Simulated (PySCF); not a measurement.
Sn²⁺: excitation energy

Sn²⁺ [Kr] 4d10 5s2 (1S) → Sn²⁺ [Kr] 4d9 5s2 5p1 (high-spin determinant), as a difference of total energies. All numbers are calculated (PySCF 2.14, the spin-free X2C one-electron Hamiltonian (Gaussian nucleus), in aug-cc-pVTZ-DK3). The calculations carry no spin-orbit coupling.

| method | excitation energy (cm⁻¹) |
| --- | --- |
| UHF | 211890 |
| LDA | 218500 |
| PBE | 217190 |
| PBE0 | 217320 |
| r2SCAN | 218430 |
| BP86 | 216900 |
| wB97M-V | 216830 |

Task: Estimate what wB97X-V gives.

Result: 217410 cm⁻¹, closest to PBE0 among the rows shown.

Task: Estimate what r2SCANh gives.

Result: 218250 cm⁻¹, closest to r2SCAN among the rows shown.

A first-order spin-orbit estimate (lowest level to lowest level, LS coupling) adds -0.185 eV.

The determinant of the upper state mixes LS terms, which raises its energy above the lowest term, most at the Hartree-Fock and MP2 levels.
